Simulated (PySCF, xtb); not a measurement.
C₃H₉NSi, SMILES NC/C=C/[SiH3]. One conformer was computed; it need not be the lowest.

Harmonic wavenumbers (cm⁻¹) from GFN2-xTB run with xtb at its own minimum, in rising order: 54, 87, 131, 189, 294, 380, 393, 534, 551, 725, 772, 786, 792, 809, 896, 950, 1020, 1050, 1094, 1103, 1235, 1288, 1310, 1317, 1467, 1571, 1679, 2235, 2249, 2259, 2929, 2964, 3016, 3031, 3377, 3407.

Question: What does PBE-D3(BJ)/def2-SVP run with PySCF give at its own minimum? (Estimate from the structure and the level; the computed values follow.)

Answer: 77, 119, 149, 181, 298, 378, 393, 590, 622, 753, 787, 832, 882, 894, 902, 921, 982, 1030, 1073, 1106, 1209, 1266, 1306, 1327, 1398, 1590, 1635, 2147, 2150, 2164, 2956, 3009, 3033, 3044, 3395, 3475. Paired by order, the mean absolute difference is 35 cm⁻¹ and the zero-point energies are 68.5 and 68.7 kcal/mol.
